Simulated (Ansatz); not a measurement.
Geometry optimisation, RKS PBE/def2-SVP (Ansatz).

input.yaml

```yaml
crystal:
  periodic: [false, false, false]
  atoms:
    - { symbol: "N", position_ang: [0.9006, 0.5643, 1.5757] }
    - { symbol: C, position_ang: [-0.0996, 0.7671, 0.6977] }
    - { symbol: O, position_ang: [-0.672, 2.0335, 0.4702] }
    - { symbol: Ge, position_ang: [-0.6748, -0.7124, -0.323] }
    - { symbol: "N", position_ang: [-0.9855, -2.21073, 0.68118] }
    - { symbol: H, position_ang: [1.2789, -0.3124, 1.7341] }
    - { symbol: H, position_ang: [-0.2828, 2.8403, 1.0058] }
    - { symbol: H, position_ang: [0.4611, -1.046, -1.37399] }
    - { symbol: H, position_ang: [-1.96072, -0.27619, -1.1453] }
    - { symbol: H, position_ang: [-1.7177, -1.8818, 1.38006] }
    - { symbol: H, position_ang: [-0.11291, -2.35522, 1.20398] }
basis:
  gaussian: { orbitals: def2-SVP }
hamiltonian:
  xc: pbe
relax:
  f_tol: 0.015
  max_steps: 40
output:
  orbitals: {}
```

Launched with:

```bash
$ ansatz run input.yaml --threads 2 --pin off --max-ram 3072MiB --backend cpu --events-out ev --progress --plain --runs-dir out
```

Task: Where does it end, and by what steps?

Result: It converged. After 16 steps the energy has fallen by 0.964 eV; H6 moved furthest, 1.07 Å.

| step | energy less start (eV) | largest force component (eV/Å) | accepted |
| --- | --- | --- | --- |
| 0 | 0.0000 | 4.957 | yes |
| 1 | -0.7634 | 1.477 | yes |
| 2 | -0.8686 | 0.441 | yes |
| 3 | -0.8915 | 0.211 | yes |
| 4 | -0.8920 | 0.187 | yes |
| 5 | -0.8985 | 0.075 | yes |
| 6 | -0.9052 | 0.072 | yes |
| 7 | -0.9144 | 0.281 | yes |
| 8 | -0.9193 | 0.560 | yes |
| 9 | -0.9353 | 0.322 | yes |
| 10 | -0.9472 | 0.498 | yes |
| 11 | -0.9534 | 0.295 | yes |
| 12 | -0.9604 | 0.291 | yes |
| 13 | -0.9631 | 0.075 | yes |
| 14 | -0.9637 | 0.042 | yes |
| 15 | -0.9639 | 0.022 | yes |
| 16 | -0.9639 | 0.010 | yes |

```xyz
11
Properties=species:S:1:pos:R:3
N 0.418 0.785 1.913
C -0.044 0.869 0.722
O -0.059 2.057 0.073
Ge -0.794 -0.637 -0.360
N -0.740 -2.207 0.621
H 0.354 -0.190 2.248
H 0.331 2.708 0.704
H 0.064 -0.859 -1.631
H -2.276 -0.358 -0.708
H -1.318 -2.214 1.468
H 0.199 -2.543 0.857
```

Whether the end is a true minimum wasn't checked by a vibrational analysis.

Run time: 31 s on 2 threads of Intel(R) Xeon(R) Platinum 8488C (Sapphire Rapids) (shared host), peak memory 0.18 GiB.
